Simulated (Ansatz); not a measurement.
(H3Ge)2O (Ge₂OH₆), 9 atoms. Hardware: 4 threads of Arm Neoverse V2 on a shared host.

(1) How many basis functions does each of these Ansatz runs have, and roughly what does it cost? LDA (SPW92)/def2-TZVP, charge 0 singlet, energy, from earlier orbitals; PBE0-D4/def2-SVP, charge 0 singlet, energy, from earlier orbitals; PBE-D4/def2-SVP, charge 0 singlet, energy, from earlier orbitals; PBE0-D4/def2-TZVP, charge 1 doublet at the geometry of the charge 0 singlet, energy, from earlier orbitals; r2SCAN-D4/def2-SVP, charge 0 singlet, relaxation, 16 steps; ωB97M-V/def2-TZVP, charge 0 singlet, energy, from earlier orbitals; r2SCAN-D4/def2-TZVP, charge 0 singlet, energy, from earlier orbitals; PBE-D4/def2-TZVP, charge 1 doublet at the geometry of the charge 0 singlet, energy, from earlier orbitals; r2SCAN0-D4/def2-TZVP, charge 0 singlet, energy, from earlier orbitals; B3LYP-D4/def2-TZVP, charge 0 singlet, energy, from earlier orbitals; r2SCANh-D4/def2-TZVP, charge 0 singlet, energy, from earlier orbitals; r2SCAN-D4/def2-TZVP, charge 0 triplet at the geometry of the charge 0 singlet, energy, from earlier orbitals.

Results:

(1) Other jobs shared the machine, so times can vary by a factor of up to 3. A dash marks memory too small to be measured apart from the calling script's.

```
                                                                                                         run  functions  fitting or Cholesky vectors  wall time  peak host memory (GiB)
                                      LDA (SPW92)/def2-TZVP, charge 0 singlet, energy, from earlier orbitals        163                         1131      0.7 s                       –
                                            PBE-D4/def2-SVP, charge 0 singlet, energy, from earlier orbitals        108                         1193     0.75 s                       –
                                           PBE0-D4/def2-SVP, charge 0 singlet, energy, from earlier orbitals        108                         1064      1.1 s                       –
                                         B3LYP-D4/def2-TZVP, charge 0 singlet, energy, from earlier orbitals        163                         1193      1.7 s                       –
   PBE-D4/def2-TZVP, charge 1 doublet at the geometry of the charge 0 singlet, energy, from earlier orbitals        163                         1131      2.3 s                       –
                                        r2SCAN-D4/def2-TZVP, charge 0 singlet, energy, from earlier orbitals        163                         1131      2.6 s                       –
                                       r2SCANh-D4/def2-TZVP, charge 0 singlet, energy, from earlier orbitals        163                         1169      2.9 s                       –
                                       r2SCAN0-D4/def2-TZVP, charge 0 singlet, energy, from earlier orbitals        163                         1217      3.2 s                       –
  PBE0-D4/def2-TZVP, charge 1 doublet at the geometry of the charge 0 singlet, energy, from earlier orbitals        163                         1217      3.9 s                    0.61
                                          ωB97M-V/def2-TZVP, charge 0 singlet, energy, from earlier orbitals        163                         1187        6 s                    0.56
r2SCAN-D4/def2-TZVP, charge 0 triplet at the geometry of the charge 0 singlet, energy, from earlier orbitals        163                         1131      6.5 s                       –
                                                  r2SCAN-D4/def2-SVP, charge 0 singlet, relaxation, 16 steps        108                         1193       28 s                       –
```
